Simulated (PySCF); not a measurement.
Species: C3H8O2Si.
Numbering: `[CH2:1]=[C:2]([CH3:3])[SiH:4]([OH:5])[OH:6]` (hydrogens: H7, H8 on C1; H9, H10, H11 on C3; H12 on Si4; H13 on O5; H14 on O6)

Geometry (PBE0-D3(BJ)/def2-SVP, Å), atoms numbered from 1 in this order:
```
atom  x, y, z in Å
C1    -0.6395    1.5014   -0.7288
C2    -0.5771    0.2744   -0.1926
C3    -1.7499   -0.6601   -0.1421
Si4    1.0564   -0.2904    0.4997
O5     2.2544    0.8359    0.2354
O6     1.4262   -1.6908   -0.3083
H7     0.2426    2.1482   -0.7682
H8    -1.5673    1.8981   -1.1604
H9    -1.5303   -1.5840   -0.7021
H10   -2.6583   -0.2028   -0.5641
H11   -1.9712   -0.9699    0.8934
H12    0.9781   -0.5404    1.9769
H13    2.4875    1.3959    0.9800
H14    2.2459   -2.1294   -0.0634
```

Method: PBE0-D3(BJ)/def2-SVP geometry optimisation, gas phase in PySCF 2.14.0.

Take the most abundant isotopes and a rigid rotor. The values belong to one conformer with, in the numbering `[CH2:1]=[C:2]([CH3:3])[SiH:4]([OH:5])[OH:6]`, C1–C2–Si4–O5 -4°, C2–Si4–O5–H 101°, C2–Si4–O6–H -179°.

(1) What are A, B and C (GHz)?

(2) Classify the top.

(3) What does the inertial defect say?

(4) Give the other two planar moments, Paa and Pbb, and the rms extents of the mass along the axes.

(5) Predict some low-J microwave lines.

(6) Estimate the classical rotational partition function at 50 K, 100 K and 500 K.

Answers

(1) Ia = 127.38, Ib = 220.32, Ic = 310.70 u·Å²; 505379 MHz·u·Å²/I gives 3968, 2294 and 1627 MHz, that is A = 3.9676, B = 2.2939, C = 1.6266 GHz.

(2) An asymmetric top; Ray's κ = -0.430.

(3) Not planar: Δ = Ic − Ia − Ib = -36.99 u·Å². For a rigid frame Δ = −2 Σ m c², so Σ m c² = 18.50 u·Å² lies off the ab plane: 6.61 from hydrogen and 11.88 from heavier atoms. The atom farthest from that plane is 1.82 Å away.

(4) Paa = Σ m a² = (Ib + Ic − Ia)/2 = 201.82 and Pbb = Σ m b² = (Ia + Ic − Ib)/2 = 108.88 u·Å². With the mass M = 104.03 u, the rms extents √(P/M) along a, b and c are 1.39, 1.02, 0.42 Å.

(5) The dipole components are |μa| = 0.84 D, |μb| = 0.28 D, |μc| = 1.57 D. The squared components, which scale the intensities, stand as 0.29 : 0.03 : 1.00 (a : b : c). Some lines, for components of 0.1 D or more:

```json
{"type": "c", "branch": "Q", "J(Ka,Kc)": "2(1,2) ← 2(0,2)", "MHz": "1170", "lower level (cm⁻¹)": "0.387"}
{"type": "c", "branch": "R", "J(Ka,Kc)": "1(1,0) ← 0(0,0)", "MHz": "6262", "lower level (cm⁻¹)": "0.000"}
{"type": "b", "branch": "Q", "J(Ka,Kc)": "3(2,2) ← 3(1,3)", "MHz": "8116", "lower level (cm⁻¹)": "0.782"}
{"type": "b", "branch": "R", "J(Ka,Kc)": "2(1,2) ← 1(0,1)", "MHz": "8847", "lower level (cm⁻¹)": "0.131"}
{"type": "b", "branch": "Q", "J(Ka,Kc)": "3(3,1) ← 3(2,2)", "MHz": "10129", "lower level (cm⁻¹)": "1.052"}
{"type": "a", "branch": "R", "J(Ka,Kc)": "3(2,1) ← 2(2,0)", "MHz": "12358", "lower level (cm⁻¹)": "0.666"}
{"type": "c", "branch": "R", "J(Ka,Kc)": "2(2,0) ← 1(1,0)", "MHz": "13693", "lower level (cm⁻¹)": "0.209"}
{"type": "c", "branch": "R", "J(Ka,Kc)": "3(1,2) ← 2(0,2)", "MHz": "15816", "lower level (cm⁻¹)": "0.387"}
{"type": "c", "branch": "R", "J(Ka,Kc)": "3(3,0) ← 2(2,0)", "MHz": "21753", "lower level (cm⁻¹)": "0.666"}
{"type": "b", "branch": "R", "J(Ka,Kc)": "3(3,0) ← 2(2,1)", "MHz": "21916", "lower level (cm⁻¹)": "0.660"}
```

(6) Point group C1, symmetry number σ = 1; q = (√π/σ)·√((kT/h)³/(ABC)), k/h = 20836.6 MHz/K: 15500 at 50 K, 43800 at 100 K, 490000 at 500 K.

Not checked by PBE0-D3(BJ)/def2-SVP frequencies. These are rigid-rotor constants of the computed structure; measured ground-state constants (B0) also hold zero-point vibration. A rigid rotor knows nothing of internal rotation, which can split or shift real lines.

Hardware: Intel Xeon Platinum 8259CL at 2.50 GHz, one thread, no GPU (shared host). Cost: 2.0 min of wall time, 0.51 GiB resident at most. That covers the optimisation of the geometry.
